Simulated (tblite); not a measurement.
CSi, triplet, geometry from GFN2-xTB; tblite with GFN1-xTB.

Here is a job for tblite.
```
$ tblite run mol.xyz --method gfn1 --charge 0 --spin 2 --efield 0,0,0.1 --json tblite.json --no-restart

# file mol.xyz
2

Si    -0.00000000    -0.00000000    -0.51650348
C      0.00000000     0.00000000     1.20517479
```

It wrote (shortened):

```
xTB calculator
 | screened Coulomb repulsion
 | Coulomb electrostatics
 |  * isotropic Klopman-Ohno-Mataga-Nishimoto electrostatics
 |  * onsite third-order electrostatics
 | DFT-D3(BJ) dispersion correction
 | Interactions (1)
 | [1] electric field

halogen bonding energy    0.0000000000000E+00 Eh
repulsion energy          3.5636047476882E-02 Eh
dispersion energy        -3.8441583780783E-04 Eh
interaction energy        0.0000000000000E+00 Eh
number of electrons       8.0000000000000E+00 e
integral cutoff           2.8146159136829E+01 bohr

------------------------------------------------------------
  cycle        total energy    energy error   density error
------------------------------------------------------------
      1     -3.614676972341  -3.6499286E+00   5.9071580E-01
      2     -3.647659120558  -3.2982148E-02   3.5034966E-01
      3     -3.657895476180  -1.0236356E-02   2.1097535E-01
      4     -3.667235157162  -9.3396810E-03   2.2729416E-02
      5     -3.667410677902  -1.7552074E-04   9.3473932E-03
      6     -3.667442640353  -3.1962451E-05   5.6435465E-04
      7     -3.667442570219   7.0134049E-08   6.8186739E-04
      8     -3.667442776317  -2.0609811E-07   1.9461728E-05
------------------------------------------------------------

electronic energy        -3.7026944079562E+00 Eh
total energy             -3.6674427763172E+00 Eh

Post processing:
 | Mayer-Wiberg bond orders

[Info] JSON dump of results written to 'tblite.json'
```
